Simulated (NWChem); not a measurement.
F[C]Cl (CClF, singlet), optimised at PBE0/def2-SVP with NWChem:

| Quantity | Result |
|---|---|
| highest occupied level (eV) | -7.87 |
| orbital gap (eV) | 5.12 |
| dipole (D) | 0.96 |
| highest harmonic frequency (cm⁻¹) | 1265 |
| zero-point energy (kcal/mol) | 3.6 |

Low-valent species are run as closed-shell singlets; no triplet was tried in these runs.

Problem. One Cl atom is replaced by F, giving [C](F)F (CF$_{2}$, singlet), optimised at the same level. How do these values move?

Solution. 
| quantity | new value | change |
|---|---|---|
| highest occupied level (eV) | -8.46 | -0.59 |
| orbital gap (eV) | 6.42 | +1.30 |
| dipole (D) | 0.80 | -0.16 |
| highest harmonic frequency (cm⁻¹) | 1302 | +37 |
| zero-point energy (kcal/mol) | 4.6 | +1.0 |
